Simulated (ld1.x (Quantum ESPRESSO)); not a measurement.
**germanium (Ge), ultrasoft: configuration errors across variants**

Ge (Z = 32), ultrasoft, made with ld1.x (Quantum ESPRESSO) 7.5 (PW91, scalar-relativistic). Core [Ar], reference 3d10 4s2 4p2. Waves: 4s (bound): rcut 1.35, rcutus 1.70 bohr; 4s channel at 0.05 Ry: rcut 1.35, rcutus 1.70 bohr; 4p (bound): rcut 1.50, rcutus 1.80 bohr; 4p channel at 0.05 Ry: rcut 1.50, rcutus 1.80 bohr; 3d (bound): rcut 0.70, rcutus 0.85 bohr; 3d channel at -1.8 Ry: rcut 0.70, rcutus 0.85 bohr. Local part: all-electron potential smoothed inside 0.65 bohr (lloc = -1). Core correction: a·sin(br)/r model core inside 0.40 bohr. Augmentation charge: built from norm-conserving waves at rcut, not smoothed further.

All-electron excitation energies from the reference (eV): (1) 3d10 4s2 4p1 7.502; (2) 3d10 4s2 4p0 23.026; (3) 3d10 4s1 4p0 57.927; (4) 3d10 4s0 4p0 104.358; (5) 3d10 4s2 4p2.3 -0.896; (6) 3d9 4s2 4p2 38.780; (7) 3d10 4s2 4p1.5 2.828.

The overlap operator is not positive definite (basis up to 400 Ry) in “base”, “all radii but the core radius scaled by about 1.04 (s 1.78, p 1.88, d 0.88 bohr, rcut 1.42/1.56/0.74); local potential all-electron potential smoothed inside 0.68 bohr (lloc = -1)”, “all radii but the core radius scaled by about 1.13 (s 1.92, p 2.04, d 0.96 bohr, rcut 1.52/1.70/0.80); local potential all-electron potential smoothed inside 0.74 bohr (lloc = -1)”, “all radii but the core radius scaled by about 1.26 (s 2.14, p 2.26, d 1.06 bohr, rcut 1.70/1.88/0.88); local potential all-electron potential smoothed inside 0.82 bohr (lloc = -1)”, “all radii but the core radius scaled by about 1.39 (s 2.36, p 2.50, d 1.18 bohr, rcut 1.88/2.08/0.98); local potential all-electron potential smoothed inside 0.90 bohr (lloc = -1)”. Such files are unfit for use, however small their errors in these radial tests.

A true bound ghost makes a file unfit for plane-wave use even where its test errors are small: the radial tests pick states by their node count and pass the ghost by.

Errors AE − PS in meV (a dash: test not solved or not reliable):

| change | (1) | (2) | (3) | (4) | (5) | (6) | (7) | bound ghosts |
| --- | --- | --- | --- | --- | --- | --- | --- | --- |
| base | -1.3 | -6.8 | -30 | -86 | +0.1 | -437 | -0.4 | p (s not tested, overlap not positive) |
| all radii but the core radius scaled by about 1.04 (s 1.78, p 1.88, d 0.88 bohr, rcut 1.42/1.56/0.74); local potential all-electron potential smoothed inside 0.68 bohr (lloc = -1) | -1.3 | -6.9 | -31 | -91 | +0.1 | -444 | -0.4 | p (s not tested, overlap not positive) |
| all radii but the core radius scaled by about 1.13 (s 1.92, p 2.04, d 0.96 bohr, rcut 1.52/1.70/0.80); local potential all-electron potential smoothed inside 0.74 bohr (lloc = -1) | -1.4 | -7.5 | -32 | -90 | +0.1 | – | – | p (s not tested, overlap not positive) |
| all radii but the core radius scaled by about 1.26 (s 2.14, p 2.26, d 1.06 bohr, rcut 1.70/1.88/0.88); local potential all-electron potential smoothed inside 0.82 bohr (lloc = -1) | -1.5 | -7.5 | -30 | -87 | +0.1 | – | – | p (s not tested, overlap not positive) |
| all radii but the core radius scaled by about 1.39 (s 2.36, p 2.50, d 1.18 bohr, rcut 1.88/2.08/0.98); local potential all-electron potential smoothed inside 0.90 bohr (lloc = -1) | -1.6 | -8.0 | -31 | -95 | +0.1 | – | – | not determined (overlap not positive) |

**Question.** Give the same row for: all radii but the core radius scaled by about 0.90 (s 1.52, p 1.62, d 0.76 bohr, rcut 1.22/1.34/0.62); local potential all-electron potential smoothed inside 0.58 bohr (lloc = -1).

**Answer.** -1.1, -4.8, -20, -59, +0.1, -391, -0.4; bound ghosts: s, p.
